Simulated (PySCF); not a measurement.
**Radial density of Hg (mercury, neutral)**

UHF, [Xe] 4f14 5d10 6s1 6d1, high-spin 3D determinant (an excited configuration). Calculation: PySCF 2.14, in aug-cc-pVTZ-PP with one added diffuse shell each of s, p, d, f, g type with ECP60MDF (7s7p6d4f3g, 113 functions); scalar relativity through the core potential. This is the valence pseudo-density: the core potential removes the inner electrons and smooths the orbitals near the nucleus.

```json
{"r (bohr)": "0.0457", "4πr²ρ (e/bohr)": "1.770e-05", "4πr²(ρα − ρβ)": "0.0000"}
{"r (bohr)": "0.0768", "4πr²ρ (e/bohr)": "4.421e-05", "4πr²(ρα − ρβ)": "0.0000"}
{"r (bohr)": "0.129", "4πr²ρ (e/bohr)": "0.0002318", "4πr²(ρα − ρβ)": "0.0000"}
{"r (bohr)": "0.217", "4πr²ρ (e/bohr)": "0.004544", "4πr²(ρα − ρβ)": "0.0001"}
{"r (bohr)": "0.366", "4πr²ρ (e/bohr)": "0.2301", "4πr²(ρα − ρβ)": "0.0048"}
{"r (bohr)": "0.615", "4πr²ρ (e/bohr)": "6.900", "4πr²(ρα − ρβ)": "0.0703"}
{"r (bohr)": "1.03", "4πr²ρ (e/bohr)": "17.98", "4πr²(ρα − ρβ)": "-0.1069"}
{"r (bohr)": "1.74", "4πr²ρ (e/bohr)": "6.238", "4πr²(ρα − ρβ)": "0.3996"}
{"r (bohr)": "2.93", "4πr²ρ (e/bohr)": "0.8741", "4πr²(ρα − ρβ)": "0.3850"}
{"r (bohr)": "4.92", "4πr²ρ (e/bohr)": "0.1046", "4πr²(ρα − ρβ)": "0.0989"}
{"r (bohr)": "8.28", "4πr²ρ (e/bohr)": "0.1537", "4πr²(ρα − ρβ)": "0.1537"}
{"r (bohr)": "13.9", "4πr²ρ (e/bohr)": "0.02043", "4πr²(ρα − ρβ)": "0.0204"}
```

Energies and moments cover only the electrons outside the core potential. Spin-orbit coupling, absent here, splits the open shell strongly. The outer electron is Rydberg-like, and this basis confines it to a smaller radius and binds it less than a complete one would.

(1) Where is the radial spin density 4πr²(ρα − ρβ) most negative, and why is it negative at all?

Answers

(1) Around r = 1.03 bohr, down to -0.1069 e/bohr: exchange with the open shell polarises the paired shells in an unrestricted calculation.
